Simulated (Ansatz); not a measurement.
The first iterations of a band of Cl2GaH4N (8 atoms, charge 0, multiplicity 1).

Computed with Ansatz, RKS r2SCAN/def2-SVP.

```json
{"movable images": "9", "climbing image": "yes", "spring": "5.0 eV/Å²", "optimiser": "quadratic models (default)", "start path": "through a guess of the saddle point", "force threshold": "0.03 eV/Å", "iteration limit": "60", "end points": "relaxed"}
```

First end point:

```xyz
8
Properties=species:S:1:pos:R:3
Ga 0.005 0.000 0.257
H -0.170 0.939 1.479
Cl 1.944 -0.074 -0.759
Cl -1.680 -0.292 -1.108
N 0.057 -1.976 0.964
H -0.696 -2.488 0.497
H 0.949 -2.381 0.667
H -0.039 -2.107 1.973
```

Last end point:

```xyz
8
Properties=species:S:1:pos:R:3
Ga 0.107 -0.794 -0.292
H -0.207 0.587 2.081
Cl 1.915 0.309 -0.576
Cl -1.733 0.080 -0.936
N 0.137 -2.429 0.449
H -0.669 -3.044 0.405
H 1.005 -2.939 0.569
H -0.185 -0.148 2.272
```

| iteration | highest image above the first end (eV) | largest band force component (eV/Å) |
| --- | --- | --- |
| 1 | 4.202 | 12.327 |
| 2 | 3.128 | 2.804 |
| 3 | 2.359 | 1.643 |
| 4 | 1.993 | 1.918 |

**Question.** Does the band converge within its limit, and where does its top end?

**Answer.** The forces met the threshold. It ended after 14 iterations with the highest image 1.978 eV above the first end. A vibrational analysis at the climbing image gives one clearly imaginary mode, 1146i cm⁻¹: a first-order saddle point. The orbitals stay closed-shell, which can raise the energy where a bond breaks towards radicals; this wasn't checked here.

Run time: 4 min on 4 threads of Arm Neoverse V2, with other jobs on the host, peak memory 0.18 GiB.
